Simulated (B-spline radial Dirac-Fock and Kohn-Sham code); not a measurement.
## As 4s: cross section and angular parameters

System: the As atom, [Ar] 3d10 4s2 4p3; threshold 17.22 eV (orbital energy of the model). These are calculated numbers from an atomic code on a B-spline grid; the model is Dirac-Hartree-Slater photoionisation with a Latter tail; cross sections with all multipoles, angular parameters from the dipole term and its interference with E2.

For linearly polarised light dσ/dΩ = σ/(4π) [1 + β P₂(cos θ) + (δ + γ cos²θ) sin θ cos φ], with θ from the polarisation vector and φ the angle between the beam and the projection of the electron momentum on the plane normal to the polarisation.

```
hν (eV)  σ (kb)      β       γ
   72.7     154  1.993   0.099
   77.5     147  1.994   0.117
     80     143  1.994   0.127
   82.1       ?      ?       ?
   97.1     117  1.995   0.171
    116    94.5  1.996   0.197
    149    68.8  1.996   0.218
    150    68.2  1.996   0.218
    153    66.4  1.996   0.220
    185    51.5  1.997   0.225
    238    36.2  1.997   0.218
    275    29.4  1.997   0.207
    300    25.9  1.998   0.197
    314    24.2  1.998   0.191
    411    16.1  1.998   0.147
    597    8.90  1.998   0.066
    600    8.83  1.998   0.065
    697    6.90  1.998   0.031
    910    4.39  1.998  -0.025
 1253.6    2.49  1.999  -0.065
   1850    1.21  1.999  -0.049
   2650   0.598  1.999   0.053
   2840   0.520  1.999   0.084
   3480   0.343  1.999   0.196
   4000   0.256  1.999   0.290
   4940   0.163  1.999   0.462
 5414.7   0.133  1.999   0.548
   5870   0.112  1.999   0.628
  12000  0.0211  1.998   1.545
```

Question: Give the values at 82.1 eV.

Answer: σ = 139 kb, β = 1.994, γ = 0.133. For an s subshell δ is negligible.
